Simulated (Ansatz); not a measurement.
Molecule: MoH5, net charge 0, doublet state. The spin state was set by rule; other spins were not relaxed. SMILES: [MoH5]
Coordinates optimised at B3LYP-D3(BJ)/def2-TZVP (Ansatz, an electronic-structure program):
```
Mo
H 1 1.6535
H 2 1.6128 1 60.81
H 1 1.6822 2 118.28 3 38.04
H 1 1.6822 2 69.99 3 144.72
H 1 1.7073 2 114.23 3 -104.56
```
Charge 0, spin multiplicity 2.

Quantity: atomisation energy (electronic, to ground-state atoms), in kJ/mol. Valence correlation only, unless marked. UHF or UKS for open shells. Spin-orbit coupling is left out. Frozen are the shells of the preceding noble gas and the d and f shells that filled before the atom's block. In def2 rows, elements after Kr have scalar-relativistic effective core potentials. STO-3G rows are all-electron and non-relativistic. The coupled-cluster limit lacks core correlation, which all-electron functionals hold. CBS(X,Y): correlation extrapolated as X^-3; Hartree-Fock from the larger set. [CCSD(T)-MP2]/basis is that difference in the basis named.

```csv
level,program,atomisation energy (kJ/mol)
PBE-D4/def2-TZVPD,Ansatz + dftd4,1268.3
B3LYP/def2-TZVPD,Ansatz,1269.0
PBE0/def2-QZVPP,Ansatz,?
BHLYP/def2-TZVPD,Ansatz,?
r2SCAN0-D4/def2-TZVPD,Ansatz + dftd4,1156.0
SCS-MP2/STO-3G,Ansatz,1444.8
SCS-MP2/def2-TZVPPD,Ansatz,1241.3
"RI-MP2/CBS(def2-TZVPPD,def2-QZVPPD)+[CCSD(T)-MP2]/def2-TZVPPD",Ansatz,?
```

Q: Complete the blanks.

A: 
- PBE0/def2-QZVPP, atomisation energy (kJ/mol): 1186.2
- BHLYP/def2-TZVPD, atomisation energy (kJ/mol): 1169.5
- RI-MP2/CBS(def2-TZVPPD,def2-QZVPPD)+[CCSD(T)-MP2]/def2-TZVPPD, atomisation energy (kJ/mol): 1226.3
